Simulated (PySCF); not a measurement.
A GIAO shielding run with PySCF 2.14.0 with density-fitted response routines (density fitting, non-relativistic, gas phase) on `CC[C@@H](C)[Si@@H](OC)SC`, C6H16OSSi:

```
$ OMP_NUM_THREADS=1 python probes_run.py task.json out

{"job": {"kind": "nmr", "xc": "PBE0", "basis": "pcSseg-1"}, "charge": 0, "multiplicity": 1}
C      3.375153    -0.470641     0.593554
C      1.890844    -0.813525     0.657377
C      0.979492     0.290389     0.113997
C      1.207237     0.526558    -1.380386
Si    -0.847537    -0.123647     0.466124
O     -1.906333     0.958133    -0.126876
C     -2.008384     2.314813     0.198977
S     -1.359726    -1.923117    -0.561335
C     -3.173022    -1.880816    -0.419351
H      3.958286    -1.245351     1.086375
H      3.570917     0.475900     1.094376
H      3.718094    -0.394680    -0.434594
H      1.623032    -1.009079     1.698163
H      1.701344    -1.729847     0.095351
H      1.226696     1.217234     0.645963
H      0.511004     1.270579    -1.763759
H      2.217301     0.881774    -1.573627
H      1.052760    -0.399083    -1.930881
H     -1.073428    -0.295183     1.906463
H     -2.798462     2.746498    -0.415041
H     -2.260292     2.437182     1.254093
H     -1.069163     2.834152     0.000652
H     -3.554024    -2.705473    -1.011469
H     -3.535888    -0.935603    -0.805730
H     -3.456834    -2.003021     0.620719
```

Hardware: 1 thread of an Arm Neoverse V1, shared host. The job also computes population analyses, field gradients.

(1) How large is the calculation?

(2) How long does it take, and how much memory does it need?

## Answers

(1) 90 electrons, 247 basis functions and 1325 auxiliary functions.

(2) 73 s of wall time, with 14 SCF cycles and 4 response iterations; peak memory 1.1 GiB. Times on a shared host scatter by some tens of per cent.
